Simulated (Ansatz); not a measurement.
CH₉NSSi₂ (`NC[SiH2]S[SiH3]`) from Hartree–Fock to CCSD(T)

```json
{"atom": "N1", "x (Å)": "-2.0149", "y (Å)": "1.1525", "z (Å)": "0.6624"}
{"atom": "C2", "x (Å)": "-0.8301", "y (Å)": "0.5422", "z (Å)": "1.2632"}
{"atom": "Si3", "x (Å)": "0.7672", "y (Å)": "0.8627", "z (Å)": "0.3144"}
{"atom": "S4", "x (Å)": "0.5236", "y (Å)": "0.2539", "z (Å)": "-1.7311"}
{"atom": "Si5", "x (Å)": "1.0052", "y (Å)": "-1.8073", "z (Å)": "-1.4532"}
{"atom": "H6", "x (Å)": "-1.9288", "y (Å)": "2.1618", "z (Å)": "0.6480"}
{"atom": "H7", "x (Å)": "-2.1093", "y (Å)": "0.8552", "z (Å)": "-0.3024"}
{"atom": "H8", "x (Å)": "-0.7208", "y (Å)": "0.9078", "z (Å)": "2.2901"}
{"atom": "H9", "x (Å)": "-0.9935", "y (Å)": "-0.5363", "z (Å)": "1.3535"}
{"atom": "H10", "x (Å)": "1.9419", "y (Å)": "0.1543", "z (Å)": "0.8996"}
{"atom": "H11", "x (Å)": "1.0347", "y (Å)": "2.3246", "z (Å)": "0.2604"}
{"atom": "H12", "x (Å)": "0.5786", "y (Å)": "-2.5183", "z (Å)": "-2.6828"}
{"atom": "H13", "x (Å)": "0.2827", "y (Å)": "-2.3631", "z (Å)": "-0.2786"}
{"atom": "H14", "x (Å)": "2.4633", "y (Å)": "-1.9900", "z (Å)": "-1.2434"}
```

Total charge 0; spin multiplicity 1. The geometry is a stationary point of PBE0-D4/def2-TZVP. It is one conformer, not always the lowest. Frozen core, restricted reference, the Gaussian-basis code of Ansatz. CBS rows extrapolate triple and quadruple zeta; past MP2 they add the triple-zeta difference.

```json
{"basis": "def2-TZVPP", "HF (Eh)": "-1073.07069", "MP2 corr.": "-0.82245", "CCSD corr.": "?", "(T)": "-0.03639", "CCSD(T) total": "?"}
{"basis": "def2-QZVPP", "HF (Eh)": "-1073.10463", "MP2 corr.": "?", "CCSD corr.": "–", "(T)": "–", "CCSD(T) total": "–"}
{"basis": "CBS(def2)", "HF (Eh)": "?", "MP2 corr.": "?", "CCSD corr.": "-0.99903", "(T)": "as TZ", "CCSD(T) total": "?"}
```

**Question.** Fill in the withheld values. (Estimate.)

**Answer.** Computed: def2-TZVPP CCSD corr.: -0.89165; def2-TZVPP CCSD(T) total: -1073.99873; def2-QZVPP MP2 corr.: -0.88413; CBS(def2) HF (Eh): -1073.10931; CBS(def2) MP2 corr.: -0.92982; CBS(def2) CCSD(T) total: -1074.14473.
